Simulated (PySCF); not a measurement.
Compound: C₆H₁₀NSi (doublet state).
Structure used (GFN2-xTB), in Å, numbered top down from 1:
```xyz
18
C6H10NSi angstrom
C      3.6335    0.0167   -1.4065
N      3.5303   -0.9113   -0.5094
Si     2.4114   -1.5810    0.4984
C      0.6435   -1.2137    0.7681
C     -0.5201   -0.9072    0.9008
C     -1.9088   -0.5256    1.0395
C     -2.3563    0.3629   -0.1294
C     -1.5572    1.6587   -0.1900
H      2.8222    0.6626   -1.7233
H      4.5969    0.1589   -1.8745
H      2.9763   -2.6473    1.2914
H     -2.5265   -1.4289    1.0768
H     -2.0381    0.0138    1.9839
H     -2.2295   -0.1866   -1.0651
H     -3.4188    0.5891   -0.0122
H     -0.4985    1.4422   -0.3169
H     -1.6817    2.2300    0.7281
H     -1.8874    2.2729   -1.0247
```

The hyperfine couplings belong to this conformer and change with its torsions.

As a line formula: `C=N[SiH]C#CCCC` [radical].

Computed, not measured: UKS B3LYP, pcH-1 on C H N Si, non-relativistic, mean-field spin-orbit, GIAO in PySCF 2.14.0. Geometry: GFN2-xTB, one conformer, isolated molecule. A GFN2-xTB geometry isn't a minimum of the functional, and hyperfine couplings can be far from their values at a DFT geometry, by a factor of two or more for some ions and for spin on atoms past the first row. Stability of the SCF solution: not tested.

Computed for the main isotopes (class means, splittings of 0.05 mT or more): g = 2.0026; H11 1H -48.3 MHz (1.72 mT); H10 1H -32.4 MHz (1.16 mT); H9 1H -30.0 MHz (1.07 mT); H12/H13 1H +19.1 MHz (0.68 mT); N2 14N -8.7 MHz (0.31 mT); 72 first-order lines, 5.93 mT wide.

Problem. What changes when 1H at H11 is replaced by 2H?

Solution. At a fixed geometry a is proportional to g_N: 0.85744/5.58569 = 0.1535, so a goes from -48.3 to -7.4 MHz (0.265 mT). The spin goes from 1/2 to 1, so the 1:1 doublet becomes a 1:1:1 triplet. The spectrum then has 108 first-order lines over 4.74 mT.

Problem. What changes when 14N at N2 is replaced by 15N?

Solution. At a fixed geometry a is proportional to g_N: -0.56638/0.40376 = -1.4028, so a goes from -8.7 to +12.3 MHz (0.438 mT). The spin goes from 1 to 1/2, so the 1:1:1 triplet becomes a 1:1 doublet. The spectrum then has 48 first-order lines over 5.75 mT.

Problem. Where do the 29Si satellites of Si3 appear, and how strong are they?

Solution. a = -128.9 MHz, or 4.60 mT in magnitude, and I = 1/2, so to first order each main line has two satellites, at ±2.30 mT. The isotope's abundance is about 4.7 %, shared among 2 lines, so each has 2.5 % of the main line's intensity.

Problem. Where do the 13C satellites of C1 appear, and how strong are they?

Solution. a = +41.9 MHz, or 1.49 mT in magnitude, and I = 1/2, so to first order each main line has two satellites, at ±0.75 mT. The isotope's abundance is about 1.07 %, shared among 2 lines, so each has 0.54 % of the main line's intensity.

Problem. Give position and intensity of the satellites from 13C at C4.

Solution. a = -23.8 MHz, or 0.85 mT in magnitude, and I = 1/2, so to first order each main line has two satellites, at ±0.42 mT. The isotope's abundance is about 1.07 %, shared among 2 lines, so each has 0.54 % of the main line's intensity.

Means are taken over nuclei equivalent by connectivity, which assumes that they swap fast. The 1H value of +19.1 MHz is a mean of couplings from 14.5 to 23.7 MHz in this one geometry, not an average over conformers.

Hardware: one thread of an Arm Neoverse V2, no GPU, shared host with 32 logical CPUs at a one-minute load of 20. Cost: 1.7 min (with the writing of density and orbital grids), 1.1 GiB resident at most.
